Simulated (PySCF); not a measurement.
PySCF 2.14 output of an unrestricted CAM-B3LYP calculation on a single atom or ion in aug-cc-pwCVDZ-PP with ECP60MDF (6s6p5d3f, 70 functions), with a scalar-relativistic core potential:

```
SCF conv_tol = 1e-09
number electrons alpha = 9  beta = 6
    T. Yanai, D. P. Tew, and N. C. Handy.,  Chem. Phys. Lett. 393, 51 (2004)
cycle= 1 E= -117.156535098959  delta_E= -0.00507  |g|= 0.0125  |ddm|= 0.157
cycle= 2 E= -117.156570772616  delta_E= -3.57e-05  |g|= 0.00324  |ddm|= 0.0142
cycle= 3 E= -117.156573200916  delta_E= -2.43e-06  |g|= 0.000943  |ddm|= 0.00295
cycle= 4 E= -117.156573413525  delta_E= -2.13e-07  |g|= 3.06e-05  |ddm|= 0.000776
cycle= 5 E= -117.156573414208  delta_E= -6.83e-10  |g|= 1.82e-06  |ddm|= 3.51e-05
converged SCF energy = -117.156573414208  <S^2> = 3.7509619  2S+1 = 4.0004809
```

The run itself started from symmetry-adapted Hartree-Fock orbitals and held the occupation by maximum overlap, on a logarithmic radial grid, so the iterations belong to that start.

Task: Which element, charge and spin multiplicity is this?

Result: Pt³⁺ (platinum, charge +3), multiplicity 4; the state was [Xe] 4f14 5d7, high-spin 4F determinant.

Energies and moments cover only the electrons outside the core potential. Spin-orbit coupling, absent here, splits the open shell strongly.
